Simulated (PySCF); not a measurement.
C3H8BNS.
Atom-mapped SMILES: `[CH2:1]=[CH:2][S:3][CH2:4][BH:5][NH2:6]` (hydrogens: H7, H8 on C1; H9 on C2; H10, H11 on C4; H12 on B5; H13, H14 on N6)

Computed by this run: PySCF 2.14.0, PBE0-D3(BJ)/def2-SVP geometry optimisation, gas phase; density fitting, grid level 1; the optimiser is geomeTRIC in internal coordinates, started from a GFN2-xTB structure with every atom displaced at random (about 0.01 Å).

Geometry at step 1:
```
atom  x, y, z in Å
C1      3.0442    1.0830    0.0954
C2      2.0198    0.2326    0.1921
S3      0.3345    0.7032    0.2399
C4     -0.5237   -0.8860    0.3046
B5     -2.0917   -0.7525    0.1651
N6     -2.7494    0.4478   -0.0535
H7      2.8994    2.1630    0.0345
H8      4.0778    0.7133    0.0842
H9      2.1857   -0.8517    0.2626
H10    -0.1726   -1.5344   -0.5251
H11    -0.2661   -1.4143    1.2442
H12    -2.7566   -1.7701    0.2590
H13    -2.2683    1.3367   -0.1484
H14    -3.7476    0.5081   -0.1842
```

Q: Give the atomic forces at this geometry.

A: 
| atom | Fx (eV/Å) | Fy (eV/Å) | Fz (eV/Å) |
| --- | --- | --- | --- |
| C1 | 0.293 | -0.046 | 0.014 |
| C2 | -0.125 | -0.239 | 0.033 |
| S3 | -0.034 | 0.123 | -0.005 |
| C4 | 0.268 | -0.114 | -0.028 |
| B5 | -0.114 | -0.265 | 0.137 |
| N6 | 0.176 | 0.093 | -0.068 |
| H7 | -0.024 | 0.078 | -0.018 |
| H8 | -0.199 | 0.034 | 0.000 |
| H9 | 0.032 | 0.108 | -0.024 |
| H10 | -0.071 | 0.090 | 0.118 |
| H11 | -0.121 | 0.051 | -0.130 |
| H12 | 0.057 | 0.128 | -0.050 |
| H13 | -0.017 | -0.051 | -0.011 |
| H14 | -0.121 | 0.009 | 0.033 |

The largest, 0.32 eV/Å, acts on B5; the rms over all components is 0.117 eV/Å. The forces sum to zero within rounding, as they must for an isolated molecule in no field.

Q: Give the force on B5 in Eh/bohr and in nN.

A: 0.319 eV/Å ÷ 51.422 = 0.00620 Eh/bohr, and 0.319 eV/Å × 1.602 = 0.51 nN.

Q: How far is this geometry from the end of the optimisation?

A: 0.007 eV above it, and 0.032 Å rms away after alignment. The bonds farthest from their final lengths, with half the difference of the two atoms' forces along the bond (positive lengthens):

```csv
bond,now (Å),final (Å),force along bond (eV/Å)
B5–H12,1.219,1.212,-0.22
C1–H8,1.098,1.092,-0.25
C4–H10,1.110,1.105,-0.17
C4–H11,1.108,1.104,-0.13
C2–H9,1.099,1.096,-0.16
N6–H14,1.008,1.011,+0.14
```

The angle farthest from its final value is B5–C4–H11, 110.2° against 109.0°.

The cost below is that of the whole optimisation. Time: 46 s; peak memory 0.52 GiB. Hardware: an Arm Neoverse V1 with one thread (shared host).
